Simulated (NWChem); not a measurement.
System: hexafluoropropylene oxide (C$_{3}$F$_{6}$O); SMILES FC(F)(F)C1(F)OC1(F)F

Here is an NWChem input.

```
start job
memory heap 200 mb stack 900 mb global 1100 mb
geometry units angstroms noautosym nocenter noautoz
  F      1.518864     1.517128    -0.060814
  C      0.198659     1.394199     0.063170
  F     -0.402498     2.504894    -0.360188
  O     -0.270870     0.845772     1.245144
  C     -0.505699     0.119409     0.035773
  F     -1.783110     0.075073    -0.378184
  C      0.146298    -1.254342    -0.065691
  F     -0.542143    -2.142326     0.664682
  F      1.408164    -1.215227     0.373791
  F      0.142232    -1.656854    -1.346223
end
basis spherical
  * library pcsseg-1
end
dft
  xc pbe0
  iterations 150
end
property
  shielding
end
task dft property
```

All runs use the structure optimised with B3LYP/6-31G* (spherical d).

GIAO values for the isolated, static molecule; σ is the absolute isotropic shielding, δ = σ(reference) − σ with the isolated reference molecule computed at the same levels (13C: tetramethylsilane, 19F: trichlorofluoromethane, 17O: water).

Atoms are numbered as in the input.

Give the results of this calculation. (PBE0/pcSseg-1, GIAO.) Quantities: δ F1 (ppm); δ C2 (ppm); δ F3 (ppm); δ O4 (ppm); δ C5 (ppm); δ F6 (ppm); δ C7 (ppm).


```yaml
"δ F1 (ppm)": -128.0
"δ C2 (ppm)": 116.7
"δ F3 (ppm)": -132.9
"δ O4 (ppm)": 164.1
"δ C5 (ppm)": 96.4
"δ F6 (ppm)": -182.9
"δ C7 (ppm)": 128.2
```
